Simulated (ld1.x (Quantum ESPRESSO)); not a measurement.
## Rb: one change to a TM potential, before and after

ld1.x (Quantum ESPRESSO) 7.5 input, shortened:

```
&input
   title='Rb', zed=37., rel=1, dft='PZ', iswitch=3,
   config='[Kr] 4d-2 5s1 5p0'
 /
 &inputp
   pseudotype=2, tm=.true., lloc=2,
   nlcc=.true.
 /
3
5S  1  0   1.00   0.00  4.20  4.20  0.0
5P  2  1   0.00   0.00  3.70  3.70  0.0
4D  3  2  -2.00  -0.15  3.40  3.40  0.0
 &test
   configts(1)='5s1 5p0'
 /
```

All-electron outer shells of the reference configuration (LDA (PZ), scalar-relativistic, ld1.x):

```tsv
shell	level (eV)	outermost node (bohr)	outermost maximum (bohr)
4p	-16.03	0.64	1.42
5s	-2.37	1.79	4.22
5p	-0.79	2.20	6.14
```

Change: core correction a·sin(br)/r model core inside 2.64 bohr.

Cutoffs: the cutoffs (Ry, on a coarse ladder) from which the occupation-weighted sum of valence levels, in a spherical-Bessel basis at the reference potential, stays within 10 and 1 mRy of its value at 400 Ry; they do not see the model core or the augmentation charge, which bear on the density cutoff. Errors are all-electron minus pseudo energies relative to the spin-unpolarised reference configuration.

Problem. How do hardness, ghosts and transferability respond?

Solution. Both files are so soft that the ladder of cutoffs tells neither apart; both files keep a bound ghost (s); of the 4 tests that both files solve, the error grows in 2 and shrinks in 1 by more than 15 % and 0.3 meV (median size 2.8 → 3.7 meV). The default core radius of the base comes out at 3.28 bohr. A model core, the more so a compact one, raises the density cutoff, which this test does not measure.

```tsv
quantity	base	changed
cutoff, loose	6 Ry	6 Ry
cutoff, tight	6 Ry	6 Ry
bound ghosts	s	s
error for 5s0.5 5p0, meV [ΔE 1.66 eV]	-2.9	-3.4
error for 5s0 5p1, meV [ΔE 1.62 eV]	+19	+15
error for 5s1 5p0 (spin-polarised), meV [ΔE -0.13 eV]	+0.9	-1.0
error for 5s0.5 5p0 (spin-polarised), meV [ΔE 1.62 eV]	-2.7	-4.0
s: phases at 4.57 bohr within 0.05 rad from the reference energy up to (Ry; the scan ends near 5)	1.1	1.1
p: phases at 4.57 bohr within 0.05 rad from the reference energy up to (Ry; the scan ends near 5)	-0.0	-0.0
d: phases at 4.57 bohr within 0.05 rad from the reference energy up to (Ry; the scan ends near 5)	0.8	0.8
```

 A true bound ghost makes a file unfit for plane-wave use even where its test errors are small: the radial tests pick states by their node count and pass the ghost by.
